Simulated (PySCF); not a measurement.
Structure elucidation problem

An unknown has the formula C6H5NO. Its calculated NMR data are:

¹H NMR (400 MHz, computed): δ 8.55 (m, 1H), 6.54 (m, 1H), 2.35 (s, 3H).

¹³C{¹H} NMR (computed): δ 165.0 (CH), 151.1 (C), 116.8 (CH), 103.6 (C), 75.6 (C), 5.7 (CH3).

One averaged value for each set of equivalent atoms, no relativistic terms, one computed conformer, gas phase. GFN2-xTB geometry; GIAO PBE0/pcSseg-1 shieldings; PySCF 2.14.

Referencing at the same level of theory: ¹H (σ = 31.72 ppm), ¹³C (σ = 186.93 ppm) vs TMS.

Which of these isomers gave the spectra?
A. CC#Cc1ccon1
B. O=Cc1ccccn1
C. O=Cc1ccncc1
D. C=C(C#N)C(C)=C=O
E. O=Cc1cccnc1

Results:

A. 

- Rings plus π bonds: 5 (1 ring in the answer).
- 6 carbon signals for 6 carbons: no two carbons are equivalent.
- Carbon types of the structure: 3 × C, 2 × CH, 1 × CH3, which accounts for all hydrogens.
- δC 165.0: aromatic CH next to the ring oxygen.
- δC 151.1: substituted aromatic carbon next to a ring nitrogen.
- δC 116.8: aromatic CH.
- δC 103.6, 75.6: alkyne carbon; the triple bond shields along its axis, which puts it between sp3 and sp2 carbons.
- δH 8.55: hydrogen on an aromatic CH next to the ring oxygen; the ring current deshields protons in the ring plane.

The others: O=Cc1cccnc1 would give 5 signals for carbon-bound and other non-exchanging H, not 3; O=Cc1ccncc1 would give 4 carbon signals, not 6; O=Cc1ccccn1 would give 5 signals for carbon-bound and other non-exchanging H, not 3; C=C(C#N)C(C)=C=O has carbons computed at 204.1, 125.7, 122.2, 121.3, 41.5, 11.3, with a different DEPT pattern.

Shifts are as computed. Against solution values, carbons near 30 ppm lie about +3 ppm off and those near 130 ppm about +5 ppm (rms about the fit 2.1 ppm; single classes can miss by 10 ppm). Of 1328 compounds with measured shifts, 309 miss one by over three times the rms of a fit or turn the order of signals round; such compounds aren't used in these exercises. Signals without a measured value on file couldn't be tested in this way; 1H shifts scatter by 0.2 ppm about their fit, and single ones miss by 0.5 ppm. No couplings were computed; multiplicities are counted from neighbouring protons, with m where these are inequivalent, close in shift, in a saturated or five-membered ring or joined by F or P, and br s for small geminal =CH2 splittings.
